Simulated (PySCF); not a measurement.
Zn(k2OAc)2 (C₄H₆O₄Zn), SMILES CC1[O][Zn]2([O]C(C)=[O]->2)<-[O]=1.

Geometry: B3LYP-D3(BJ)/def2-SVP. The isomer is the one that the SMILES or the coordinates give; other isomers of the formula were not compared. The values are those of a single conformer.

All values below come from TDA-M06-2X/def2-SVPD (PySCF 2.14.0).

Vertical excitations. Isolated molecule, no solvent.

| state | energy (eV) | λ (nm) | f | main pairs |
|---|---|---|---|---|
| S1 | 6.23 | 199 | 0.000 | HOMO→LUMO+1 28 %, HOMO−1→LUMO+2 26 %, HOMO→LUMO+5 15 %, HOMO−1→LUMO+4 14 % |
| S2 | 6.24 | 199 | 0.000 | HOMO−1→LUMO+1 27 %, HOMO→LUMO+2 26 %, HOMO−1→LUMO+5 15 %, HOMO→LUMO+4 14 % |
| S3 | 7.05 | 176 | 0.009 | HOMO→LUMO 57 %, HOMO−2→LUMO+1 10 % |
| S4 | 7.05 | 176 | 0.009 | HOMO−1→LUMO 57 %, HOMO−2→LUMO+2 10 % |
| S5 | 7.37 | 168 | 0.000 | HOMO−2→LUMO 84 % |
| S6 | 7.39 | 168 | 0.000 | HOMO−3→LUMO 83 % |
| T1 | 5.88 | 211 | 0 | HOMO−2→LUMO+2 14 %, HOMO−2→LUMO+1 13 %, HOMO−3→LUMO+1 13 %, HOMO−3→LUMO+2 13 % |
| T2 | 5.88 | 211 | 0 | HOMO−2→LUMO+1 13 %, HOMO−3→LUMO+2 13 %, HOMO−3→LUMO+1 13 %, HOMO−2→LUMO+2 13 % |
Triplets are in the Tamm–Dancoff approximation.
